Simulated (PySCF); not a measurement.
**Electric field gradients and quadrupole coupling constants**

Species: C4H13OPSi3.
Geometry (GFN2-xTB, Å), atoms numbered from 1 in this order:
```xyz
22
C4H13OPSi3 angstrom
C      3.8854   -1.6953    0.1941
C      2.6077   -1.0628    0.4338
C      1.5419   -0.5360    0.6366
Si    -0.1097    0.2538    0.9003
O      0.0539    1.8746    0.8072
Si     0.2965    3.3112    0.1086
Si    -1.6021   -0.4077   -0.7614
C     -2.0205   -2.2593   -0.5730
P     -3.5829    0.6779   -0.8185
H      4.1018   -1.7040   -0.8742
H      3.8657   -2.7220    0.5592
H      4.6748   -1.1506    0.7115
H     -0.4901    0.0717    2.3093
H      1.7388    3.4964   -0.0214
H     -0.3581    3.2917   -1.2017
H     -0.3244    4.2699    1.0186
H     -1.0912   -0.2198   -2.1399
H     -2.7465   -2.5699   -1.3182
H     -1.1330   -2.8721   -0.6950
H     -2.4407   -2.4782    0.4050
H     -3.8508    0.5202    0.5319
H     -3.0270    1.9297   -0.6144
```

Field gradients from the PBE0/pcSseg-1 density (PySCF, non-relativistic), principal values in atomic units, ordered |Vxx| ≤ |Vyy| ≤ |Vzz|:

| atom | Vxx | Vyy | Vzz |
| --- | --- | --- | --- |
| O5 | -0.5402 | -0.5853 | 1.1255 |

Q: Find the asymmetry η = (Vxx − Vyy)/Vzz and the couplings χ = eQV/h (234.96 MHz × Q in barn × V in au), with Q(17O) = −0.0256 b.

A: 
```json
{"atom": "O5", "environment": "siloxane oxygen", "nucleus": "17O", "η": "0.04", "χzz (MHz)": "-6.77", "χxx (MHz)": "3.25", "χyy (MHz)": "3.52"}
```

The gradient is axial or nearly so (η below 0.05) at O5. The tensor is traceless: Vxx + Vyy + Vzz = 0.

Q: What is Vzz at O5 in SI units (1 au = 9.71736 × 10²¹ V/m²)?

A: 1.1255 au = 10.937 × 10²¹ V/m².

Q: What couplings would deuterons (Q(2H) = 0.00286 b) have in place of the hydrogens, at this geometry?

A: 
```tsv
atom	bonded to	bond length (Å)	Vzz (au)	η	χzz (kHz)
H10	C1	1.090	0.3075	0.02	207
H11	C1	1.090	0.3079	0.03	207
H12	C1	1.090	0.3078	0.02	207
H13	Si4	1.471	0.1554	0.01	104
H14	Si6	1.460	0.1623	0.02	109
H15	Si6	1.465	0.1583	0.04	106
H16	Si6	1.460	0.1619	0.02	109
H17	Si7	1.482	0.1516	0.01	102
H18	C8	1.086	0.3248	0.01	218
H19	C8	1.085	0.3261	0.01	219
H20	C8	1.087	0.3234	0.01	217
H21	P9	1.386	0.2132	0.06	143
H22	P9	1.385	0.2142	0.06	144
```

The structure is a single GFN2-xTB conformer in the gas phase; no vibrational or solvent corrections. GFN2-xTB bond lengths can be off by several hundredths of an ångström, more for odd bonds, and the gradients follow them. With so small a basis the couplings can be 20 % off.
